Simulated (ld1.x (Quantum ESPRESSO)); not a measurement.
**Ranking TM potentials for helium**

All share these settings but for the change named:

```
Element                 : He
Generator               : ld1.x (Quantum ESPRESSO) 7.5
Type                    : norm-conserving Troullier–Martins (Kleinman–Bylander form)
Functional              : LDA (PZ)
Relativity              : scalar-relativistic
Frozen core             : none
Valence charge          : 2
Reference configuration : 1s2
Partial waves           : 1s (bound): rc 0.70 bohr; 2p channel at 0.05 Ry: rc 0.65 bohr
Local potential         : all-electron potential smoothed inside 0.70 bohr (lloc = -1)
Core correction         : none
```

Test errors are all-electron minus pseudo excitation energies from the reference, over 1s1; 1s1.5. None of these files shows a bound ghost.

The base gives 10.8 meV.

Of 8 variants that were run, those that failed, showed a ghost or another fault, or gave nearly equal values are left out.

A variant can come out equal or close to the base, since the largest error may sit in a test that the change hardly touches while other tests move.

Q: Rank these variants by their largest absolute test error, smallest first.
A. wave 2p channel at 0.05 Ry: rc 0.65 bohr becomes 2p channel at 0.79 Ry: rc 0.65 bohr
B. type PAW; waves now 1s (bound): rcut 0.60, rcutus 0.70 bohr; 1s channel at 1.2 Ry: rcut 0.60, rcutus 0.70 bohr; 2p channel at 0.05 Ry: rcut 0.55, rcutus 0.65 bohr; 2p channel at 2.15 Ry: rcut 0.55, rcutus 0.65 bohr; local potential all-electron potential smoothed inside 0.50 bohr (lloc = -1); augmentation PSQ, radius 0.40 bohr
C. wave 1s (bound): rc 0.70 bohr becomes 1s (bound): rc 0.78 bohr
D. all radii scaled by about 1.17 (s 0.82, p 0.76 bohr); local potential all-electron potential smoothed inside 0.82 bohr (lloc = -1)

A: B (0.3 meV), A (10.8 meV), C (19.7 meV), D (23.9 meV).
